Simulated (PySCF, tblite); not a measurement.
Compound: C8H10P (charge +1).
Bonds: C1–C2 (double), C2–P3, P3–C4, C4–C5 (aromatic), C5–C6 (aromatic), C6–C7 (aromatic), C7–C8 (aromatic), C8–C9 (aromatic), C4–C9 (aromatic). Hydrogens: H10, H11 on C1; H12 on C2; H13, H14 on P3; H15 on C5; H16 on C6; H17 on C7; H18 on C8; H19 on C9.

Computed geometry: GFN2-xTB, gas phase.

Q: List the bond lengths, angles and torsions at this level.

A: 
| bond | length (Å) |
| --- | --- |
| C1=C2 | 1.328 |
| C2–P3 | 1.788 |
| P3–C4 | 1.791 |
| C4–C5, C4–C9 | 1.397 |
| C5–C6, C8–C9 | 1.382 |
| C6–C7, C7–C8 | 1.388 |
| C1–H10 | 1.079 |
| C1–H11 | 1.078 |
| C2–H12 | 1.085 |
| P3–H13, P3–H14 | 1.379 |
| C5–H15, C9–H19 | 1.081 |
| C6–H16, C8–H18 | 1.079 |
| C7–H17 | 1.079 |

Bonds in one row agree within 0.01 Å and their mean is given. A selection of angles:
| angle | degrees |
| --- | --- |
| C2–C1–H10 | 122.6 |
| C2–C1–H11 | 121.1 |
| H10–C1–H11 | 116.3 |
| C1–C2–P3 | 123.1 |
| C1–C2–H12 | 122.3 |
| P3–C2–H12 | 114.6 |
| C2–P3–C4 | 113.2 |
| C2–P3–H13 | 107.8 |
| C2–P3–H14 | 110.1 |
| C4–P3–H13 | 112.5 |
| C4–P3–H14 | 108.1 |
| H13–P3–H14 | 104.9 |
| P3–C4–C5 | 119.3 |
| C5–C4–C9 | 120.8 |
| C4–C5–C6 | 119.3 |
| C4–C5–H15 | 120.2 |
| C6–C5–H15 | 120.5 |
| C5–C6–C7 | 120.1 |
| C5–C6–H16 | 119.7 |
| C7–C6–H16 | 120.2 |
| C6–C7–C8 | 120.5 |
| C6–C7–H17 | 119.8 |

Dihedral angles: C1–C2–P3–C4 124° (anticlinal); C2–P3–C4–C5 -40° (synclinal). The mirror-image conformer, all signs reversed, is as good.

C1 (terminal =CH2 carbon) is planar (angles 122.6°, 121.1° and 116.3°, sum 360.0°, 0.00 Å off the plane of its three neighbours). The 7 C–C bonds span 1.328 Å (C1=C2, drawn double) to 1.397 Å (C4–C5, aromatic), a spread of 0.069 Å. Of the pairs four or more bonds apart, C2···H15 is among the closest relative to their van der Waals radii: 2.96 Å, 102 % of the sum of Bondi's values. C4 (substituted aromatic carbon) is planar (angles 120.8°, 119.8° and 119.3°, sum 360.0°, 0.01 Å off the plane of its three neighbours). The 6-membered ring C4–C5–C6–C7–C8–C9 has internal angles of 119.1° to 120.8°; it is planar, 0.00 Å rms from its mean plane, widest ring torsion 0°. C7 (aromatic CH carbon) is planar (angles 120.5°, 119.8° and 119.7°, sum 360.0°, 0.00 Å off the plane of its three neighbours). C5 (aromatic CH carbon) is planar (angles 120.5°, 120.2° and 119.3°, sum 360.0°, 0.00 Å off the plane of its three neighbours).

Point group: C1 (no symmetry element, even within 0.4 Å). Its GFN2-xTB frequencies are all real (lowest 20 cm⁻¹). 2 starts were optimised and ended at 0.00 and 0.31 kcal/mol (GFN2-xTB); the lowest of these is shown.
